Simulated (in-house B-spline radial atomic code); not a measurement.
How numerical settings move a run on Re, [Xe] 4f14 5d5 6s2. Computed with a B-spline radial code for spherical atoms: Dirac-Kohn-Sham PBE, spherical fractional occupations, Fermi nucleus of rms radius 5.3698 fm.

Command:
```bash
python run_scf.py task.json out
```
Settings of the sound reference run:
```
Z                75
electrons        75
configuration    [Xe] 4f14 5d5 6s2
hamiltonian      dirac
method           pbe,pbe
spin_polarised   False
nucleus          fermi
rms_radius       5.3698
mass_number      187
atomic_mass      186.9558
speed_of_light   137.036
knot_spacing     0.22
spline_order     8
gauss_points     12
box_radius       50
max_iterations   70
damping          0.5
damped_steps     3
diis_vectors     10
tolerance        1e-08
start            Thomas-Fermi
```

Run time, properties included: 2.7 s on 1 thread of Arm Neoverse N1, on a shared host.

It converges in 10 iterations to -16714.955880 hartree, with 5d5/2 at -5.03109 eV. The other runs change the listed settings, some to values that make no sense; their results aren't properties of the atom or ion. Radii are in bohr (the nuclear one in fm), a minus after a letter asks for a j subshell, and «unchanged» means within 1e-8 hartree. The run stops when the residual is below 10 × tolerance × max(1, Z/10), or a noise floor if that is larger, and the energy moves by less than 1e-8 × √|E| hartree; so very loose and very tight tolerances often act alike.

```tsv
changed settings	outcome
electrons = 76, configuration = [Xe] 4f14 5d5 6s2 7s-1, max_iterations = 100	stopped with error: j subshells need the Dirac Hamiltonian and l > 0
gauss_points = 6, max_iterations = 100, tolerance = 1e-05	converged in 10 iterations, energy +1.00e-08 hartree from the reference
box_radius = 10	converged in 10 iterations, energy +2.78e-04 hartree from the reference, 5d5/2 level +2.1e-02 eV (the program warns: 5d5/2 reaches the box edge; 5d3/2 reaches the box edge)
start = bare nucleus	converged in 13 iterations, energy unchanged, 5d5/2 level -6.9e-05 eV
box_radius = 7.5	converged in 10 iterations, energy +6.63e-03 hartree from the reference, 5d5/2 level +2.7e-01 eV (the program warns: 5d5/2 reaches the box edge; 5d3/2 reaches the box edge)
electrons = 76, configuration = [Xe] 4f14 5d5 6s2 3f1, max_iterations = 75	stopped with error: there is no 3f shell
box_radius = 15, max_iterations = 60, damped_steps = 1	converged in 10 iterations, energy +4.31e-07 hartree from the reference, 5d5/2 level +3.4e-05 eV (the program warns: 5d5/2 reaches the box edge; 6s1/2 reaches the box edge)
box_radius = 15	converged in 10 iterations, energy +4.31e-07 hartree from the reference, 5d5/2 level -8.1e-06 eV (the program warns: 5d5/2 reaches the box edge; 6s1/2 reaches the box edge)
box_radius = 2	converged in 9 iterations, energy +1.79e+01 hartree from the reference, 5d5/2 level +7.2e+01 eV (the program warns: 5d5/2 has a positive eigenvalue: unbound, held by the box; 5p1/2 has a positive eigenvalue: unbound, held by the box)
tolerance = 1e-06	converged in 10 iterations, energy unchanged
box_radius = 25	converged in 10 iterations, energy unchanged, 5d5/2 level -5.0e-05 eV
box_radius = 5, max_iterations = 60, tolerance = 1e-10	converged in 11 iterations, energy +1.54e-01 hartree from the reference, 5d5/2 level +2.7e+00 eV (the program warns: 5d5/2 reaches the box edge; 5p1/2 reaches the box edge)
```

Question: What happens with method = revtpss,revtpss?

Answer: Stopped with error: meta-GGAs are not served with the Dirac Hamiltonian.

Question: What happens with box_radius = 3?

Answer: Converged in 9 iterations, energy +2.62e+00 hartree from the reference, 5d5/2 level +1.9e+01 eV (the program warns: 5d5/2 has a positive eigenvalue: unbound, held by the box; 5d3/2 has a positive eigenvalue: unbound, held by the box).

Question: What happens with box_radius = 200?

Answer: Converged in 11 iterations, energy unchanged, 5d5/2 level -4.1e-05 eV.

Question: What happens with knot_spacing = 2, box_radius = 100, max_iterations = 60?

Answer: Converged in 9 iterations, energy +3.73e+03 hartree from the reference, 5d5/2 level -9.8e+01 eV.
